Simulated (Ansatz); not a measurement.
Program: Ansatz. Geometries: PBE0-D4/def2-TZVP. ΔE: electronic, gas phase. CBS: MP2 limit from def2 TZ/QZ plus the TZ coupled-cluster correction, frozen cores. This one scheme is used for every species. Functionals use def2-TZVPP. B3LYP here is the variant with VWN-RPA as its local correlation; programs differ in this. Each species was taken in one conformer, which may not be the lowest.

Consider the ligand exchange at a B–N bond: `BN[SiH2]OC` + `BN` → `BNB` + `CO[SiH2]N`.

```json
{"level": "PBE-D4", "ΔE (kJ/mol)": "36.8", "difference from CCSD(T)/CBS": "6.2"}
{"level": "r2SCAN-D4", "ΔE (kJ/mol)": "34.1", "difference from CCSD(T)/CBS": "3.5"}
{"level": "PBE0-D4", "ΔE (kJ/mol)": "33.6", "difference from CCSD(T)/CBS": "3.0"}
{"level": "B3LYP-D4", "ΔE (kJ/mol)": "33.2", "difference from CCSD(T)/CBS": "2.6"}
{"level": "ωB97X-V", "ΔE (kJ/mol)": "30.8", "difference from CCSD(T)/CBS": "0.2"}
{"level": "ωB97M-V", "ΔE (kJ/mol)": "31.9", "difference from CCSD(T)/CBS": "1.3"}
{"level": "B2PLYP", "ΔE (kJ/mol)": "31.8", "difference from CCSD(T)/CBS": "1.2"}
{"level": "PBE", "ΔE (kJ/mol)": "36.2", "difference from CCSD(T)/CBS": "5.6"}
{"level": "r2SCAN", "ΔE (kJ/mol)": "33.9", "difference from CCSD(T)/CBS": "3.3"}
{"level": "PBE0", "ΔE (kJ/mol)": "33.0", "difference from CCSD(T)/CBS": "2.4"}
{"level": "B3LYP", "ΔE (kJ/mol)": "32.3", "difference from CCSD(T)/CBS": "1.7"}
{"level": "HF/def2-TZVPP", "ΔE (kJ/mol)": "22.8", "difference from CCSD(T)/CBS": "-7.8"}
{"level": "MP2/def2-TZVPP", "ΔE (kJ/mol)": "31.2", "difference from CCSD(T)/CBS": "0.6"}
{"level": "SCS-MP2/def2-TZVPP", "ΔE (kJ/mol)": "30.4", "difference from CCSD(T)/CBS": "-0.2"}
{"level": "CCSD/def2-TZVPP", "ΔE (kJ/mol)": "31.3", "difference from CCSD(T)/CBS": "0.7"}
{"level": "CCSD(T)/def2-TZVPP", "ΔE (kJ/mol)": "32.9", "difference from CCSD(T)/CBS": "2.3"}
{"level": "HF/def2-QZVPP", "ΔE (kJ/mol)": "22.4", "difference from CCSD(T)/CBS": "-8.2"}
{"level": "MP2/def2-QZVPP", "ΔE (kJ/mol)": "29.7", "difference from CCSD(T)/CBS": "-0.9"}
{"level": "SCS-MP2/def2-QZVPP", "ΔE (kJ/mol)": "29.1", "difference from CCSD(T)/CBS": "-1.5"}
{"level": "HF/CBS(def2)", "ΔE (kJ/mol)": "22.4", "difference from CCSD(T)/CBS": "-8.2"}
{"level": "MP2/CBS(def2)", "ΔE (kJ/mol)": "28.9", "difference from CCSD(T)/CBS": "-1.7"}
{"level": "CCSD/CBS(def2)", "ΔE (kJ/mol)": "29.0", "difference from CCSD(T)/CBS": "-1.6"}
{"level": "CCSD(T)/CBS", "ΔE (kJ/mol)": "30.6", "difference from CCSD(T)/CBS": "0"}
```

Largest T1 diagnostic among the species: 0.012.

In def2-TZVPP, CCSD(T) changes the Hartree–Fock value by +10.0 kJ/mol (the triples alone add +1.6 kJ/mol) and MP2 by +8.3 kJ/mol. From PBE to PBE0 (25 % exact exchange), in def2-TZVPP and without D4, ΔE moves by −3.2 kJ/mol.
